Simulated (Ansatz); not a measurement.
Total energies of C₂H₉PSi₂, SMILES `[SiH3][Si]1(P)CC1`.

```csv
atom,x (Å),y (Å),z (Å)
Si1,1.416,-0.102,-1.799
Si2,0.247,-0.010,0.201
P3,1.447,0.162,2.094
C4,-1.534,0.529,0.146
C5,-1.337,-0.984,0.300
H6,0.431,-0.297,-2.898
H7,2.168,1.158,-2.047
H8,2.384,-1.232,-1.807
H9,0.284,0.301,2.899
H10,1.645,1.565,1.984
H11,-1.940,1.055,1.004
H12,-1.953,0.871,-0.795
H13,-1.635,-1.604,-0.539
H14,-1.621,-1.412,1.257
```

Total charge 0; spin multiplicity 1. The structure was optimised at the PBE0-D4/def2-TZVP level. It is one conformer, not always the lowest. Basis def2-TZVPP, Ansatz.

RPA on PBE orbitals: Hartree–Fock energy of these orbitals -999.53322 Eh, correlation -1.34581 Eh (frozen core).

| functional | energy without D4 (Eh) | D4 term (kJ/mol) |
| --- | --- | --- |
| PBE0 | -1001.52041 | -31.1 |
| CAM-B3LYP | -1001.95423 | -32.2 |

(1) Give the same for LDA (SPW92), PBE, revPBE, BLYP, r2SCAN, B97M-V, B3LYP, r2SCANh, r2SCAN0, HSE06 (plane-wave form), BHLYP, LC-ωPBE, ωB97X-V, ωB97M-V, B2PLYP, PBE-QIDH. (Estimate.)

B3LYP takes the VWN-RPA correlation (the form of Gaussian; ORCA's B3LYP/G). HSE06 is the plane-wave form, built on full-range PBE exchange. The double hybrids freeze the cores in their second-order part.

Results:

(1) The calculation gave: 
| functional | energy without D4 (Eh) | D4 term (kJ/mol) |
| --- | --- | --- |
| LDA (SPW92) | -997.62785 | – |
| PBE | -1001.41689 | -36.0 |
| revPBE | -1001.78506 | -97.7 |
| BLYP | -1001.92370 | -76.8 |
| r2SCAN | -1001.86343 | -9.2 |
| B97M-V | -1001.76572 | – |
| B3LYP | -1002.05799 | -58.1 |
| r2SCANh | -1001.85549 | -9.9 |
| r2SCAN0 | -1001.84483 | -11.0 |
| HSE06 (plane-wave form) | -1001.49474 | -29.3 |
| BHLYP | -1001.93107 | -47.8 |
| LC-ωPBE | -1001.65597 | – |
| ωB97X-V | -1001.82563 | – |
| ωB97M-V | -1001.86857 | – |
| B2PLYP | -1001.54068 | – |
| PBE-QIDH | -1001.24950 | – |

LC-ωPBE has ω = 0.4 bohr⁻¹.
